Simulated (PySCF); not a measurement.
Can point charges reproduce the dipole moment of `N#C[C@@H]1C[Si@H]1[SiH](N)N`?

Coordinates (GFN2-xTB, Å) and charges (e) from the PBE0/pcSseg-1 density (PySCF):

| atom | x | y | z | Mulliken | IAO | Hirshfeld | ESP-fitted |
| --- | --- | --- | --- | --- | --- | --- | --- |
| N1 | 3.789 | 1.373 | -1.741 | -0.2718 | -0.2855 | -0.2561 | -0.5180 |
| C2 | 2.663 | 1.292 | -1.521 | +0.1423 | +0.1415 | +0.0657 | +0.4679 |
| C3 | 1.300 | 1.159 | -1.220 | -0.4758 | -0.3837 | -0.0977 | -0.4170 |
| C4 | 0.766 | 1.952 | -0.022 | -0.3813 | -0.4861 | -0.1496 | -0.2842 |
| Si5 | 0.777 | 0.092 | 0.295 | +0.3037 | +0.4579 | +0.2453 | -0.0454 |
| Si6 | -1.136 | -1.147 | 0.089 | +0.7599 | +0.9088 | +0.3455 | +0.9323 |
| N7 | -2.444 | -0.198 | 0.682 | -0.6291 | -0.8334 | -0.3157 | -1.0361 |
| N8 | -0.814 | -2.518 | 1.093 | -0.6274 | -0.8653 | -0.3247 | -1.0205 |
| H9 | 0.674 | 1.149 | -2.105 | +0.1797 | +0.1830 | +0.0609 | +0.2093 |
| H10 | -0.162 | 2.475 | -0.208 | +0.1580 | +0.1658 | +0.0498 | +0.1422 |
| H11 | 1.494 | 2.592 | 0.457 | +0.1633 | +0.1712 | +0.0528 | +0.1675 |
| H12 | 1.975 | -0.283 | 1.052 | -0.0059 | -0.0707 | -0.0550 | +0.0714 |
| H13 | -1.569 | -1.482 | -1.278 | -0.0973 | -0.1569 | -0.0904 | -0.1874 |
| H14 | -2.351 | 0.288 | 1.558 | +0.1977 | +0.2640 | +0.1165 | +0.3803 |
| H15 | -3.389 | -0.531 | 0.578 | +0.1959 | +0.2633 | +0.1202 | +0.3977 |
| H16 | -1.581 | -3.114 | 1.361 | +0.1912 | +0.2618 | +0.1162 | +0.3749 |
| H17 | 0.001 | -3.084 | 0.922 | +0.1969 | +0.2642 | +0.1161 | +0.3652 |

Task: Compute μ = Σ q r for each scheme (1 e·Å = 4.803 D) and compare with the dipole of the full density.

Result: The full density gives (-5.97, -2.66, 2.64) D, 7.05 D in size; dipole vectors point from the negative to the positive end.

```csv
scheme,μx,μy,μz,size (D),share of the full size (%),angle to the full dipole (°)
Mulliken,-5.24,-3.40,2.56,6.75,96,8
IAO,-4.70,-3.05,1.97,5.94,84,9
Hirshfeld,-4.43,-2.09,2.21,5.38,76,3
ESP-fitted,-5.95,-2.66,2.61,7.02,100,0
```

Task: Which set comes closest?

Result: Length of the difference vector: ESP-fitted 0.03 D, Mulliken 1.04 D, IAO 1.48 D, Hirshfeld 1.69 D. Closest: ESP-fitted. The schemes that divide the density aren't constrained to reproduce the dipole.

Task: What is left for the Hirshfeld atoms' own dipoles?

Result: The Hirshfeld atoms' densities add up to the full density, so μ = Σ q r + Σ (atomic dipoles). The atomic dipoles sum to (-5.97, -2.66, 2.64) − (-4.43, -2.09, 2.21) = (-1.54, -0.57, 0.43) D, 1.69 D in size.

Task: With the origin at the mean of the coordinates, (0.000, 0.001, -0.001) Å, which are the largest single terms, by size, of the IAO dipole along the direction of the full one?

Result: N7 -9.61, N8 -8.52, Si6 +6.24, N1 +6.00, H15 +4.16 D; all 17 atoms together +5.87 D. The single terms depend on the origin, their sum doesn't.

Task: Give the size of the full dipole in other units.

Result: 7.05 D = 2.772 au = 1.467 e·Å = 23.50 × 10⁻³⁰ C·m.

The structure is a single GFN2-xTB conformer in the gas phase; no vibrational or solvent corrections.

Shape of the structure used: `[N:1]#[C:2][C@@H:3]1[CH2:4][Si@H:5]1[SiH:6]([NH2:7])[NH2:8]`: C4–Si5–Si6–N7 -38°, H–N7–Si6–Si5 -47°, H–N7–Si6–Si5 173°, H–N8–Si6–Si5 165°, H–N8–Si6–Si5 -56°.
